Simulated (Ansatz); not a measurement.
`[NH2][GeH2][NH2]`, relaxed with RKS PBE0-D4/def2-TZVP in Ansatz 0.2.0 from a PBE-D4/def2-SVP geometry. The force threshold is 0.005 eV/Å; the program also tests the step.

Charge 0, multiplicity 1.

Start:

```xyz
9

N     0.937   -1.111   -0.570
Ge    0.001    0.467   -0.337
N    -0.939    0.193    1.232
H     1.655   -1.265    0.146
H     1.380   -1.192   -1.492
H    -0.818    0.627   -1.659
H     0.822    1.769   -0.071
H    -1.379    1.043    1.600
H    -1.660   -0.533    1.151
```

**Question.** How much energy does the relaxation release, and in how many steps? (Estimate.)

**Answer.** Computed: 0.03 eV, in 6 steps, 1 of them rejected.

**Question.** Which bonds change most? (Best estimate.)

**Answer.** Ansatz gave: Ge2–N3 from 1.850 to 1.832 Å; N1–Ge2 from 1.850 to 1.832 Å; N1–H5 from 1.026 to 1.010 Å; N3–H8 from 1.026 to 1.010 Å.

**Question.** Give the relaxed structure. (An estimate is asked.)

**Answer.** Ansatz gave: 
```xyz
9

N     0.938   -1.082   -0.567
Ge    0.001    0.476   -0.344
N    -0.940    0.199    1.204
H     1.616   -1.270    0.159
H     1.376   -1.195   -1.470
H    -0.824    0.640   -1.642
H     0.829    1.758   -0.088
H    -1.377    1.021    1.595
H    -1.619   -0.547    1.152
```
